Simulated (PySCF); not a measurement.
Molecule: Me3Si(SMe) (SMILES CS[Si](C)(C)C).

Atoms are numbered as in `[CH3:1][S:2][Si:3]([CH3:4])([CH3:5])[CH3:6]`. Hydrogens are named by the atom that carries them.

Geometry PBE0-D3(BJ)/def2-SVP throughout; GIAO in PySCF 2.14.0 with density-fitted response routines, gas phase, one conformer, non-relativistic; equivalent atoms averaged; functional PBE0.

For orientation, aug-cc-pVDZ gives these absolute shieldings σ: C1 182.1, C4/C5/C6 195.4, S2 707.7, Si3 397.5, H(C1) 29.42, H(C4)/H(C5)/H(C6) 31.13 ppm.

A run gave: C1 213.8, C4/C5/C6 235.3, S2 855.4, Si3 499.5, H(C1) 32.17, H(C4)/H(C5)/H(C6) 32.55 ppm (absolute shieldings σ).

Which basis set was used in that run?
A. pcSseg-0
B. cc-pVDZ
C. STO-3G
D. 6-311+G(2d,p)
E. def2-SVP

Answers

C. C4/C5/C6 tells them apart best: STO-3G gives 235.3, 6-311+G(2d,p) gives 186.6, cc-pVDZ gives 196.7, pcSseg-0 gives 193.7, def2-SVP gives 193.9 ppm.
